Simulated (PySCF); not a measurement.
## Bond length, frequency and bond energy of SeO⁻ by level of theory

State: ²Π (doublet), unpaired electrons π ↑. Set-up: Se aug-cc-pVDZ-PP with ECP10, O aug-cc-pVDZ; scalar-relativistic core potentials (PySCF 2.14). De refers to Se⁻ + O in their high-spin ground configurations, without counterpoise correction. The functionals are run spin-unrestricted. A positive dipole points towards O; it is taken about the centre of mass and depends on that origin. Levels whose curve was spin-contaminated or gave no clean fit are not listed.

```tsv
Level	Re (Å)	ωe (cm⁻¹)	De (eV)	μ (D)
PBE	1.775	697	4.41	-2.11
PW91	1.775	698	4.44	-2.14
BLYP	1.794	665	4.22	-2.22
r²SCAN	1.759	723	3.92	-2.04
PBE0	1.745	751	3.74	-2.14
CAM-B3LYP	1.744	758	3.72	-2.37
B2PLYP	1.757	779	3.74	-2.18
```

Problem. What does a quarter of exact exchange do here, going from PBE to PBE0?

Solution. PBE0 less PBE: -3.0 pm in Re, +7.7 % in ωe, -0.67 eV in De. Exact exchange removes part of the self-interaction that spreads semilocal densities, and in most molecules shortens and stiffens the bond and lowers De; so it does here.

Problem. What does the step from GGA to meta-GGA do here, going from PBE to r²SCAN?

Solution. r²SCAN less PBE: -1.6 pm in Re, +3.7 % in ωe, -0.49 eV in De. 

Correlated steps freeze 5 core orbitals. Spin–orbit coupling is left out. For an ion De counts to the pair picked by the measured ionisation energies or electron affinities, which need not be the lowest pair at this level. The highest Kohn–Sham level is positive in this anion. Much of that is self-interaction error, but it also means that the finite basis helps to hold the extra electron. B2PLYP dipoles, levels and charges come from its SCF part alone. The state is the lowest determinant that a PBE0 search found; another state may lie lower at other levels.
